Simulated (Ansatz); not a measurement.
V₂B₂. The state is a singlet with charge 0. Geometry r2SCAN-D4/def2-SVP.

```xyz
4

V    -0.360   -0.894   -0.300
V     0.221    0.960    0.217
B     0.948    0.077   -1.341
B    -0.809   -0.143    1.424
```

The restricted singlet is unstable towards broken spin symmetry at other levels; at PBE-D4/def2-TZVP, r2SCAN-D4/def2-TZVP, PBE0-D4/def2-TZVP, ωB97M-V/def2-TZVP this wasn't settled. No other spin state of charge 0 was run. The geometry of the singlet was relaxed on an unsound state (restricted singlet, unstable towards broken spin symmetry at other levels and untested here). Another isomer (triplet) lies 2.30 eV lower at PBE0-D4/def2-TZVP; other spin states weren't run for this one.

Problem. Estimate the orbital energies around the gap (eV) in Ansatz with PBE-D4/def2-TZVP, r2SCAN-D4/def2-TZVP, PBE0-D4/def2-TZVP, ωB97M-V/def2-TZVP.

Solution. 
```tsv
orbital	PBE-D4/def2-TZVP	r2SCAN-D4/def2-TZVP	PBE0-D4/def2-TZVP	ωB97M-V/def2-TZVP
HOMO−5	-5.73	-5.82	-6.62	-8.67
HOMO−4	-5.67	-5.76	-6.46	-8.28
HOMO−3	-5.62	-5.63	-6.22	-8.22
HOMO−2	-5.33	-5.29	-6.12	-7.94
HOMO−1	-5.06	-5.16	-5.94	-7.74
HOMO	-4.06	-4.05	-4.87	-6.86
LUMO	-3.42	-3.31	-2.58	-0.67
LUMO+1	-3.29	-3.14	-2.43	-0.52
LUMO+2	-2.83	-2.67	-1.93	-0.43
LUMO+3	-2.58	-2.38	-1.91	-0.01
LUMO+4	-2.54	-2.30	-1.33	0.67
LUMO+5	-1.91	-1.70	-0.91	1.03
```
